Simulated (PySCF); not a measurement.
ZrOCl, SMILES [Cl][Zr]=[O] (connectivity only; charge and spin as stated), neutral, multiplicity 2.

Geometry: B3LYP-D3(BJ)/def2-TZVP. The multiplicity is an assumed one; other spin states were not compared. The def2 effective core potentials stand for the cores of Zr; spin–orbit coupling is left out.

These are ωB97X/def2-TZVPD (PySCF) values and carry that method's errors.

Computed frontier levels, dipole moment and polarisability:
The α spin, highest occupied and lowest empty level is -7.31 and -0.70 eV, the β spin, highest occupied and lowest empty level comes out as -10.95 and -0.88 eV and the dipole moment is 5.48 D. The quadrupole, principal values (traceless, Buckingham form, about the centre of nuclear charge) is -12.19, 3.27, 8.92 D·Å, the mean static polarisability comes out as 113.2 bohr³ (16.78 Å³) and the polarisability, principal values comes out as 74.5, 131.5, 133.7 bohr³. The ⟨S²⟩ comes out as 0.751 (pure state 0.75).
